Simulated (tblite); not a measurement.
Compound: C7H5NSi.
Atom-mapped SMILES: `[CH:1]#[C:2]/[CH:3]=[C:4](/[C:5]#[CH:6])[SiH2:7][C:8]#[N:9]` (hydrogens: H10 on C1; H11 on C3; H12 on C6; H13, H14 on Si7)

Structure optimised with GFN2-xTB, isolated species.

List the bond lengths, angles and torsions at this level.

```tsv
bond	length (Å)	order
C1≡C2	1.203	triple
C2–C3	1.402	single
C3=C4	1.350	double
C4–C5	1.407	single
C5≡C6	1.202	triple
C4–Si7	1.895	single
Si7–C8	1.869	single
C8≡N9	1.145	triple
C1–H10	1.049	single
C3–H11	1.085	single
C6–H12	1.049	single
Si7–H13, Si7–H14	1.464	single
```

Bonds in one row agree within 0.01 Å and their mean is given. Orders are formal, as drawn. A selection of angles:
```tsv
angle	degrees
C2–C1–H10	179.4
C1–C2–C3	179.4
C2–C3–C4	122.6
C2–C3–H11	116.3
C4–C3–H11	121.1
C3–C4–C5	120.1
C3–C4–Si7	121.8
C5–C4–Si7	118.1
C4–C5–C6	178.4
C5–C6–H12	179.0
C4–Si7–C8	106.7
C4–Si7–H13	110.6
C8–Si7–H13	107.3
H13–Si7–H14	113.9
Si7–C8–N9	179.1
```

Torsions: C2–C3–C4–C5 179° (antiperiplanar); C3–C4–Si7–C8 56° (synclinal). The mirror-image conformer, all signs reversed, is as good.

The 2 C–Si bonds span 1.869 Å (Si7–C8, drawn single) to 1.895 Å (C4–Si7, drawn single), a spread of 0.026 Å. Si7 (SiH2 silicon) is distorted tetrahedral (angles from 106.7° to 113.9°). The C–C distances run from 1.202 Å (C5≡C6, drawn triple) to 1.407 Å (C4–C5, drawn single), a spread of 0.205 Å. Of the pairs four or more bonds apart, C2···C8 is among the closest relative to their van der Waals radii: 3.25 Å, 96 % of the sum of Bondi's values.

Point group: C1 (no symmetry element, even within 0.4 Å). Its GFN2-xTB frequencies are all real (lowest 24 cm⁻¹). The numbers are those of one conformer.

The numbers are calculated, not measured.
